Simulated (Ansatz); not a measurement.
Consider the substitution at a C–C bond: `CC1C[SiH2]O1` + `OB(Br)Br` → `COB(Br)Br` + `C1C[SiH2]O1`.

Gas-phase electronic energies from Ansatz, PBE0-D4/def2-TZVP geometries. CCSD(T)/CBS adds triple-zeta CCSD(T) − MP2 to the extrapolated MP2 energy (def2 sets, frozen cores). DFT in def2-TZVPP. For Br outer-core shells are correlated without core-valence functions, which leaves a few kJ/mol of doubt a bond. Scalar relativity is left out up to krypton. One conformer a species, not always the lowest.

**Question.** Is it downhill or uphill in electronic energy at CCSD(T)/CBS, and by how much? (Best estimate.)

**Answer.** Ansatz gave: Uphill: ΔE = +16.8 kcal/mol.

**Question.** What do these levels give: B97M-V, CAM-B3LYP-D4, ωB97X-V, revPBE, r2SCANh, r2SCAN0, BHLYP, CCSD/def2-SVP, CCSD(T)/def2-SVP, MP2/def2-TZVPP, SCS-MP2/def2-QZVPP, MP2/CBS(def2)? (Best estimate.)

**Answer.** Computed: B97M-V 16.9, CAM-B3LYP-D4 15.3, ωB97X-V 15.8, revPBE 15.3, r2SCANh 16.8, r2SCAN0 16.9, BHLYP 14.9, CCSD/def2-SVP 16.6, CCSD(T)/def2-SVP 16.8, MP2/def2-TZVPP 17.6, SCS-MP2/def2-QZVPP 16.5, MP2/CBS(def2) 17.9 kcal/mol.

Largest T1 diagnostic among the species: 0.011.

In def2-TZVPP, CCSD(T) changes the Hartree–Fock value by +2.3 kcal/mol (the triples alone add +0.2 kcal/mol) and MP2 by +3.4 kcal/mol. Leaving LDA and LC-ωPBE aside and taking each functional with its dispersion term where it has one, the values, not all of them listed here, spread over 2.4 kcal/mol, from BLYP-D4 to PBE-QIDH. LDA lies +1.3 kcal/mol from PBE without D4. From BLYP to BHLYP (50 % exact exchange), in def2-TZVPP and without D4, ΔE moves by +1.0 kcal/mol.
